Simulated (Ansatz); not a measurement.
Cartesian coordinates in Å:
```
Cl 1.762 -0.683 1.257
C 0.128 -0.391 0.714
C -0.035 0.543 -0.517
O -1.012 0.057 -1.396
Zn -0.972 -1.603 -0.502
H -0.470 -0.099 1.575
H 0.947 0.647 -0.997
H -0.349 1.528 -0.135
```

The species carries charge 0 and has multiplicity 1.

(1) List the CAM-B3LYP/def2-TZVPP orbital energies in eV (Ansatz). (Estimate.)

Answers

(1) Computed: Occupied: -9452.03, -2764.43, -1151.03, -1014.50, -1014.45, -1014.39, -521.32, -280.59, -280.03, -259.17, -198.28, -198.06, -198.04, -134.03, -90.35, -90.32, -90.15, -28.51, -25.66, -21.26, -18.10, -16.55, -16.38, -16.33, -16.19, -16.11, -14.78, -13.89, -12.76, -12.50, -11.40, -10.30, -9.15, -8.51, -8.03. Lowest empty: -2.29, 0.30, 1.31, 1.76, 2.67, 3.13, 3.70, 4.33.
